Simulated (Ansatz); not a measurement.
Steps of a relaxation of CH₂FGeN with RKS PBE0-D4/def2-TZVP.

```sh
$ ansatz run in.yaml --threads 2 --pin off --events-out ev --progress --plain --max-ram 4352MiB
```

```yaml
crystal:
  periodic: [false, false, false]
  atoms:
    - {symbol: F, position_ang: [1.751126, -1.171475, 0.299825]}
    - {symbol: Ge, position_ang: [1.022799, 0.285742, -0.411633]}
    - {symbol: C, position_ang: [-0.886536, 0.425573, 0.590304]}
    - {symbol: N, position_ang: [-1.350597, -0.346933, -0.210451]}
    - {symbol: H, position_ang: [0.543964, -0.270470, -1.821966]}
    - {symbol: H, position_ang: [-1.038655, 1.013364, 1.507621]}
basis:
  gaussian: {orbitals: def2-TZVP}
hamiltonian: {xc: pbe0, dispersion: d4}
relax: {f_tol: 0.005, max_steps: 150}
```

Positions (Å) and forces (eV/Å) along the path, 15 of 15 steps:

```xyz
6
step=1 energy=-61783.0305 eV
F     1.751   -1.171    0.300   -0.229    0.340   -0.201
Ge    1.023    0.286   -0.412   -0.022   -0.424   -0.092
C    -0.887    0.426    0.590   -1.189   -1.164   -0.876
N    -1.351   -0.347   -0.210    1.136    1.522    1.492
H     0.544   -0.270   -1.822    0.123    0.056    0.250
H    -1.039    1.013    1.508    0.180   -0.329   -0.572
6
step=2 energy=-61783.0804 eV
F     1.702   -1.173    0.281   -0.072    0.176   -0.053
Ge    1.017    0.299   -0.421    0.096   -0.224   -0.027
C    -0.886    0.428    0.594   -0.496   -0.249    0.072
N    -1.308   -0.359   -0.182    0.282    0.293    0.172
H     0.563   -0.271   -1.814    0.022    0.036    0.023
H    -1.047    1.012    1.495    0.167   -0.032   -0.187
6
step=3 energy=-61783.0800 eV rejected
F     1.703   -1.165    0.285   -0.029    0.012   -0.040
Ge    1.011    0.291   -0.429    0.146    0.011    0.077
C    -0.882    0.402    0.620   -0.345    0.241    0.038
N    -1.312   -0.341   -0.186    0.060   -0.230   -0.121
H     0.572   -0.272   -1.824   -0.026   -0.021   -0.029
H    -1.050    1.020    1.488    0.194   -0.013    0.075
6
step=4 energy=-61783.0868 eV
F     1.689   -1.164    0.289   -0.020    0.044   -0.032
Ge    1.014    0.297   -0.431    0.109   -0.029    0.035
C    -0.889    0.422    0.602   -0.286   -0.009    0.148
N    -1.305   -0.355   -0.180    0.068   -0.073   -0.134
H     0.572   -0.271   -1.823   -0.013   -0.013   -0.027
H    -1.039    1.007    1.496    0.142    0.080    0.011
6
step=5 energy=-61783.0902 eV
F     1.687   -1.164    0.285    0.010   -0.029   -0.002
Ge    1.017    0.296   -0.433    0.086    0.066    0.041
C    -0.897    0.418    0.610   -0.229    0.018    0.084
N    -1.304   -0.357   -0.177    0.027   -0.120   -0.146
H     0.579   -0.271   -1.827   -0.026   -0.025   -0.040
H    -1.039    1.013    1.495    0.132    0.091    0.063
6
step=6 energy=-61783.1014 eV
F     1.665   -1.168    0.280    0.045   -0.102    0.014
Ge    1.028    0.303   -0.439    0.071    0.156   -0.024
C    -0.948    0.404    0.627   -0.060    0.111    0.179
N    -1.317   -0.387   -0.153   -0.033   -0.099   -0.153
H     0.622   -0.256   -1.854   -0.046   -0.055    0.013
H    -1.007    1.040    1.493    0.022   -0.011   -0.029
6
step=7 energy=-61783.1071 eV
F     1.678   -1.181    0.252    0.032   -0.054    0.051
Ge    1.052    0.311   -0.440    0.077    0.069   -0.061
C    -0.985    0.402    0.644   -0.096   -0.032    0.002
N    -1.319   -0.388   -0.151    0.016    0.109    0.094
H     0.634   -0.268   -1.850   -0.045    0.005    0.021
H    -1.017    1.059    1.498    0.016   -0.097   -0.108
6
step=8 energy=-61783.1133 eV
F     1.688   -1.182    0.245    0.006    0.013    0.027
Ge    1.089    0.322   -0.454    0.100   -0.018   -0.074
C    -1.035    0.395    0.661   -0.087   -0.086   -0.054
N    -1.331   -0.381   -0.157    0.023    0.253    0.275
H     0.641   -0.282   -1.851   -0.013    0.022    0.027
H    -1.009    1.064    1.509   -0.029   -0.184   -0.201
6
step=9 energy=-61783.0606 eV rejected
F     1.723   -1.184    0.221   -0.036    0.352   -0.059
Ge    1.232    0.357   -0.519   -0.112   -0.606   -0.146
C    -1.218    0.382    0.725    0.475   -0.096   -0.264
N    -1.385   -0.351   -0.163   -0.007    0.855    1.073
H     0.680   -0.338   -1.867    0.146    0.208    0.149
H    -0.989    1.070    1.556   -0.466   -0.714   -0.752
6
step=10 energy=-61783.1219 eV
F     1.712   -1.171    0.256   -0.014    0.040   -0.051
Ge    1.171    0.328   -0.506   -0.026    0.001    0.096
C    -1.095    0.394    0.685    0.004    0.162    0.212
N    -1.366   -0.339   -0.166   -0.030   -0.101   -0.133
H     0.640   -0.315   -1.855    0.034   -0.056   -0.059
H    -1.021    1.039    1.540    0.032   -0.047   -0.065
6
step=11 energy=-61783.1234 eV
F     1.713   -1.153    0.256    0.012   -0.043    0.025
Ge    1.162    0.332   -0.517    0.001    0.069    0.029
C    -1.116    0.394    0.701   -0.110   -0.333   -0.455
N    -1.402   -0.319   -0.166    0.093    0.194    0.248
H     0.685   -0.341   -1.873   -0.024   -0.025   -0.051
H    -1.000    1.023    1.553    0.028    0.139    0.204
6
step=12 energy=-61783.1246 eV
F     1.717   -1.159    0.253   -0.005   -0.003    0.002
Ge    1.163    0.331   -0.513    0.007    0.020    0.021
C    -1.115    0.395    0.697   -0.012   -0.048   -0.069
N    -1.391   -0.322   -0.167    0.004    0.010    0.020
H     0.674   -0.337   -1.870   -0.002   -0.014   -0.028
H    -1.007    1.028    1.553    0.009    0.036    0.054
6
step=13 energy=-61783.1248 eV
F     1.711   -1.155    0.259   -0.004   -0.004   -0.004
Ge    1.162    0.333   -0.515   -0.005    0.006   -0.012
C    -1.115    0.393    0.697    0.002   -0.005    0.004
N    -1.396   -0.323   -0.166    0.006    0.005   -0.001
H     0.680   -0.337   -1.876    0.007   -0.003    0.011
H    -0.999    1.025    1.554   -0.005    0.002    0.002
6
step=14 energy=-61783.1248 eV
F     1.703   -1.155    0.256    0.008    0.002    0.006
Ge    1.169    0.335   -0.523   -0.011   -0.013   -0.008
C    -1.119    0.394    0.703   -0.008   -0.007   -0.002
N    -1.391   -0.322   -0.163    0.004    0.012    0.005
H     0.687   -0.343   -1.881    0.002    0.008    0.004
H    -1.007    1.026    1.561    0.005   -0.002   -0.005
6
step=15 energy=-61783.1249 eV
F     1.709   -1.153    0.258   -0.002   -0.002    0.000
Ge    1.167    0.334   -0.523   -0.001    0.004   -0.002
C    -1.121    0.394    0.703   -0.001   -0.004   -0.002
N    -1.395   -0.316   -0.166    0.000    0.001    0.000
H     0.687   -0.345   -1.881    0.001    0.000    0.004
H    -1.005    1.022    1.563    0.003    0.001    0.000
```

Run time 41 s (2 threads of an Arm Neoverse V2 on a shared host); peak host memory 0.33 GiB.
